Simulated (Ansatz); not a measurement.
The inner images of a band of AlFH$_{6}$O$_{2}$Si (11 atoms, charge 0, multiplicity 1) are given out of order.

Level of theory: Ansatz, RKS PBE-D4/6-31G*.

Image 0:

```xyz
11
Properties=species:S:1:pos:R:3
Al -0.019 0.474 0.043
O 0.064 0.326 1.936
Si -1.448 -0.465 2.512
H -1.526 -1.949 2.377
H -1.040 -0.274 3.968
H -2.737 0.299 2.458
H 1.191 -0.287 -0.651
O -1.555 -0.438 0.385
H -2.395 -0.047 0.079
F -0.308 2.066 -0.403
H 0.712 0.582 2.620
```

Image 6:

```xyz
11
Properties=species:S:1:pos:R:3
Al -0.078 0.588 0.054
O 0.058 0.335 1.933
Si -1.490 -0.382 2.521
H -1.736 -1.836 2.250
H -0.971 -0.419 3.952
H -2.682 0.509 2.629
H 0.930 -0.319 -0.784
O -1.704 -0.132 0.426
H -1.967 -0.953 -0.029
F -0.086 2.234 -0.248
H 0.667 0.664 2.621
```

Task: Put them in order from the first end to the last, with their energies above the first end.
A.
```xyz
11
Properties=species:S:1:pos:R:3
Al -0.015 0.501 0.051
O 0.098 0.262 1.934
Si -1.455 -0.455 2.507
H -1.622 -1.934 2.407
H -1.044 -0.264 3.962
H -2.702 0.375 2.436
H 1.184 -0.205 -0.717
O -1.513 -0.468 0.389
H -2.381 -0.218 0.023
F -0.314 2.116 -0.294
H 0.706 0.580 2.627
```
B.
```xyz
11
Properties=species:S:1:pos:R:3
Al -0.043 0.568 0.058
O 0.054 0.344 1.942
Si -1.494 -0.393 2.514
H -1.690 -1.859 2.276
H -0.999 -0.375 3.955
H -2.725 0.449 2.596
H 1.014 -0.322 -0.736
O -1.668 -0.144 0.434
H -2.077 -0.874 -0.063
F -0.077 2.206 -0.288
H 0.646 0.689 2.637
```
C.
```xyz
11
Properties=species:S:1:pos:R:3
Al -0.013 0.540 0.055
O 0.061 0.329 1.945
Si -1.495 -0.396 2.514
H -1.676 -1.872 2.336
H -1.030 -0.307 3.963
H -2.739 0.431 2.544
H 1.091 -0.308 -0.717
O -1.606 -0.218 0.439
H -2.176 -0.801 -0.087
F -0.103 2.174 -0.306
H 0.626 0.716 2.640
```
D.
```xyz
11
Properties=species:S:1:pos:R:3
Al -0.007 0.561 0.062
O 0.080 0.284 1.944
Si -1.483 -0.434 2.506
H -1.681 -1.906 2.326
H -1.021 -0.353 3.956
H -2.722 0.404 2.541
H 1.109 -0.236 -0.745
O -1.562 -0.267 0.437
H -2.289 -0.620 -0.098
F -0.132 2.205 -0.246
H 0.651 0.650 2.644
```
E.
```xyz
11
Properties=species:S:1:pos:R:3
Al 0.014 0.510 0.061
O 0.072 0.301 1.952
Si -1.487 -0.421 2.507
H -1.668 -1.901 2.406
H -1.080 -0.247 3.965
H -2.732 0.408 2.438
H 1.196 -0.245 -0.687
O -1.488 -0.429 0.411
H -2.328 -0.484 -0.073
F -0.204 2.133 -0.306
H 0.646 0.663 2.652
```

Result: A (+0.005 eV), E (+0.036 eV), D (+0.058 eV), C (+0.047 eV), B (+0.028 eV).

The run took 5.2 min on 2 threads of Arm Neoverse V2, with other jobs on the host, peak memory 0.14 GiB.
